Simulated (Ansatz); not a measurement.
Potential energy curve for LiBr, singlet.

Calculation: CCSD(T) on UHF/aug-cc-pVQZ, cores with 3d frozen in Ansatz (a first-principles code).

Question: Relative to R = 2.22 Å, what are the energies at R = 1.75, 2.11, 2.40, 4.74 Å?

Answer: 131.4 kJ/mol at 1.75 Å, 3.1 kJ/mol at 2.11 Å, 10.8 kJ/mol at 2.40 Å, 295.4 kJ/mol at 4.74 Å.

The unrestricted determinant behind UCCSD(T) is spin-contaminated at 5.33 to 8.73 Å (<S²> up to 1.0, against 0.00 for a pure singlet).
